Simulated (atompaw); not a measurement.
**An all-electron radial function and its pseudo partner (sulfur (S))**

Columns: radius, all-electron u(r) and pseudo u(r) of the 3s shell (level -27.63 eV) of sulfur in the configuration [Ne] 3s2 3p3; PBE, scalar-relativistic, PAW (atompaw) scheme, atompaw 4.2.0.5.

| r (bohr) | all-electron | pseudo |
| --- | --- | --- |
| 0.071 | 0.1987 | 0.0940 |
| 0.142 | -0.0519 | 0.1869 |
| 0.213 | -0.2876 | 0.2775 |
| 0.285 | -0.4068 | 0.3660 |
| 0.356 | -0.4118 | 0.4489 |
| 0.427 | -0.3365 | 0.5265 |
| 0.498 | -0.2127 | 0.5982 |
| 0.569 | -0.0653 | 0.6632 |
| 0.640 | 0.0881 | 0.7211 |
| 0.712 | 0.2379 | 0.7722 |
| 0.783 | 0.3730 | 0.8148 |
| 0.854 | 0.4917 | 0.8497 |
| 0.925 | 0.5926 | 0.8771 |
| 0.996 | 0.6758 | 0.8971 |
| 1.067 | 0.7421 | 0.9101 |
| 1.138 | 0.7923 | 0.9165 |
| 1.210 | 0.8282 | 0.9167 |
| 1.281 | 0.8503 | 0.9115 |
| 1.352 | 0.8610 | 0.9013 |
| 1.423 | 0.8618 | 0.8868 |
| 1.494 | 0.8542 | 0.8685 |
| 1.565 | 0.8397 | 0.8470 |
| 1.637 | 0.8193 | 0.8223 |
| 1.708 | 0.7947 | 0.7956 |
| 1.779 | 0.7668 | 0.7669 |
| 1.850 | 0.7363 | 0.7363 |

**Question.** How many radial nodes do the two functions have?

**Answer.** The all-electron 3s function has n − l − 1 = 2; the pseudo-wave has 0, since the states of the same l below it are removed with the core.

**Question.** Where does each function peak?

**Answer.** Outermost all-electron maximum near 1.42 bohr, pseudo maximum near 1.21 bohr (to the table’s step).

**Question.** Is the pseudo-wave norm-conserving?

**Answer.** No, it belongs to a PAW set: the norm inside the radius is not constrained, and the difference is carried by the augmentation charge.
